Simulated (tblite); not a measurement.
Parent: `[CH3:1][CH2:2][NH:3][SiH2:4][CH2:5][CH3:6]` with C1–C2–N3–Si4 84°, C2–N3–Si4–C5 180°, N3–Si4–C5–C6 -175°, C4H13NSi.

The geometries are computed with GFN2-xTB (gas phase). One conformer each, not checked by frequencies here.

```json
{"coordinate of the parent": "C1–C2", "value": "1.527 Å"}
{"coordinate of the parent": "C2–N3", "value": "1.442 Å"}
{"coordinate of the parent": "N3–Si4", "value": "1.717 Å"}
{"coordinate of the parent": "Si4–C5", "value": "1.896 Å"}
{"coordinate of the parent": "C5–C6", "value": "1.521 Å"}
{"coordinate of the parent": "C1–C2–N3", "value": "113.3°"}
{"coordinate of the parent": "C2–N3–Si4", "value": "122.3°"}
{"coordinate of the parent": "N3–Si4–C5", "value": "106.5°"}
{"coordinate of the parent": "Si4–C5–C6", "value": "111.5°"}
```

Problem. How does the shared frame change in `[CH3:1][CH2:2][NH:3][SiH2:4][C@H:5]([CH3:6])[CH2:7][F:8]` with C1–C2–N3–Si4 79°, C2–N3–Si4–C5 168°, N3–Si4–C5–C6 168°, Si4–C5–C7–F8 46°, C5H14FNSi? Atoms pair as C1 = C1, C2 = C2, N3 = N3, Si4 = Si4, C5 = C5, C6 = C6 (parent first).

Solution. 
```csv
parent,relative,value in the relative,change
C1–C2,C1–C2,1.526 Å,-0.001
C2–N3,C2–N3,1.445 Å,+0.003
N3–Si4,N3–Si4,1.717 Å,0.000
Si4–C5,Si4–C5,1.911 Å,+0.015
C5–C6,C5–C6,1.523 Å,+0.002
C1–C2–N3,C1–C2–N3,113.4°,+0.1
C2–N3–Si4,C2–N3–Si4,122.0°,-0.3
N3–Si4–C5,N3–Si4–C5,106.9°,+0.4
Si4–C5–C6,Si4–C5–C6,110.0°,-1.5
```

Of the parent's bonds, Si4–C5 changes most (+0.015 Å). Bonds of the relative outside the shared frame: C5–C7 1.518, C7–F8 1.381 Å. Point group C1 → C1.

Problem. How does the shared frame change in `[CH2:1]=[CH:2][C@H:3]([CH3:4])[SiH2:5][NH:6][CH2:7][CH3:8]` with C1–C2–C3–C4 -142°, C2–C3–Si5–N6 54°, C3–Si5–N6–C7 177°, Si5–N6–C7–C8 -151°, C6H15NSi? Atoms pair as C1 = C8, C2 = C7, N3 = N6, Si4 = Si5, C5 = C3, C6 = C4 (parent first).

Solution. 
```tsv
parent	relative	value in the relative	change
C1–C2	C8–C7	1.524 Å	-0.003
C2–N3	C7–N6	1.444 Å	+0.002
N3–Si4	N6–Si5	1.713 Å	-0.004
Si4–C5	Si5–C3	1.915 Å	+0.019
C5–C6	C3–C4	1.526 Å	+0.005
C1–C2–N3	C8–C7–N6	111.1°	-2.2
C2–N3–Si4	C7–N6–Si5	123.6°	+1.3
N3–Si4–C5	N6–Si5–C3	106.8°	+0.3
Si4–C5–C6	Si5–C3–C4	111.8°	+0.3
```

Of the parent's bonds, Si4–C5 changes most (+0.019 Å). Bonds of the relative outside the shared frame: C1=C2 1.322, C2–C3 1.487 Å. Point group C1 → C1.

Problem. How does the shared frame change in `[CH3:1][CH2:2][NH:3][SiH2:4][C@H:5]([CH3:6])[NH:7][SiH3:8]` with C1–C2–N3–Si4 83°, C2–N3–Si4–C5 177°, N3–Si4–C5–C6 66°, Si4–C5–N7–Si8 -95°, C4H16N2Si2? Atoms pair as C1 = C1, C2 = C2, N3 = N3, Si4 = Si4, C5 = C5, C6 = C6 (parent first).

Solution. 
| parent | relative | value in the relative | change |
| --- | --- | --- | --- |
| C1–C2 | C1–C2 | 1.526 Å | -0.001 |
| C2–N3 | C2–N3 | 1.445 Å | +0.003 |
| N3–Si4 | N3–Si4 | 1.718 Å | +0.001 |
| Si4–C5 | Si4–C5 | 1.911 Å | +0.015 |
| C5–C6 | C5–C6 | 1.528 Å | +0.007 |
| C1–C2–N3 | C1–C2–N3 | 113.2° | -0.1 |
| C2–N3–Si4 | C2–N3–Si4 | 122.4° | +0.1 |
| N3–Si4–C5 | N3–Si4–C5 | 106.1° | -0.4 |
| Si4–C5–C6 | Si4–C5–C6 | 112.9° | +1.4 |

Of the parent's bonds, Si4–C5 changes most (+0.015 Å). Bonds of the relative outside the shared frame: C5–N7 1.452, N7–Si8 1.710 Å. Point group C1 → C1.

Problem. How does the shared frame change in `[CH3:1][CH2:2][NH:3][SiH2:4][C@@H:5]([CH3:6])[N:7]([CH3:8])[CH3:9]` with C1–C2–N3–Si4 -88°, C2–N3–Si4–C5 173°, N3–Si4–C5–C6 -170°, Si4–C5–N7–C8 -71°, C6H18N2Si? Atoms pair as C1 = C1, C2 = C2, N3 = N3, Si4 = Si4, C5 = C5, C6 = C6 (parent first).

Solution. 
```tsv
parent	relative	value in the relative	change
C1–C2	C1–C2	1.528 Å	+0.001
C2–N3	C2–N3	1.440 Å	-0.002
N3–Si4	N3–Si4	1.709 Å	-0.008
Si4–C5	Si4–C5	1.910 Å	+0.014
C5–C6	C5–C6	1.529 Å	+0.008
C1–C2–N3	C1–C2–N3	112.9°	-0.4
C2–N3–Si4	C2–N3–Si4	123.9°	+1.6
N3–Si4–C5	N3–Si4–C5	104.2°	-2.3
Si4–C5–C6	Si4–C5–C6	111.4°	-0.1
```

Of the parent's bonds, Si4–C5 changes most (+0.014 Å). Bonds of the relative outside the shared frame: C5–N7 1.459, N7–C8 1.445, N7–C9 1.447 Å. Point group C1 → C1.
